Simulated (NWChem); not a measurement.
# BSiH5; SMILES [SiH3]B

Computed with NWChem. Pople sets run with spherical d functions. STO-3G and 3-21G are far too small for this property and stand as cheap habits. Geometry: optimised at PBE0/def2-SVP. Vertical excitations in the gas phase; the lowest state need not have the same character in each row.

```
level                       basis functions  lowest excitation, singlet (eV)  oscillator strength of that lowest state  lowest state with f > 0.02, singlet (eV)  oscillator strength of that bright state  orbital gap (eV)  relative time
--------------------------  ---------------  -------------------------------  ----------------------------------------  ----------------------------------------  ----------------------------------------  ----------------  -------------
CAM-B3LYP/3-21G, TDA                     32                             4.53                                     0.007                                      7.22                                     0.089              8.82              1
CAM-B3LYP/6-31G*, TDA                    42                             4.46                                     0.007                                      7.15                                     0.079              8.76              2
CAM-B3LYP/6-31+G*, TDA                   50                             4.37                                     0.005                                      7.00                                     0.080              8.54              2
CAM-B3LYP/def2-SVP, TDA                  57                             4.34                                     0.006                                      6.93                                     0.093              8.59              3
CAM-B3LYP/def2-SVPD, TDA                 84                             4.32                                     0.005                                      6.87                                     0.083              8.55             10
CAM-B3LYP/def2-TZVP, TDA                 98                             4.30                                     0.005                                      6.86                                     0.079              8.50             20
CAM-B3LYP/aug-cc-pVDZ, TDA               95                             4.32                                     0.005                                      6.87                                     0.078              8.49             20
```

Times are rough ratios from one shared machine.
